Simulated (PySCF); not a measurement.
## Se⁸⁺: ionisation energy

Se⁸⁺ [Ar] 3d8 (3F) → Se⁹⁺ [Ar] 3d7 (4F), as a difference of total energies. Calculation: PySCF 2.14, in an uncontracted even-tempered set (20 s from 0.4 bohr⁻², ratio 2.5; 13 p from 0.52 bohr⁻², ratio 2.5; 9 d from 0.52 bohr⁻², ratio 2.5; 4 f from 3.7 bohr⁻², ratio 2.7; 4 g from 5.5 bohr⁻², ratio 2.7); scalar relativity by spin-free X2C-1e. The calculations carry no spin-orbit coupling.

```
method  ionisation energy (eV)
   UHF                  218.75
revPBE                  220.81
PBEsol                  220.88
```

The reference lies between the lowest fine-structure levels, while these numbers refer to the centres of the terms.

For comparison: 219 ± 2.2 eV (theoretical estimate listed by NIST; NIST Atomic Spectra Database, ionization energies).
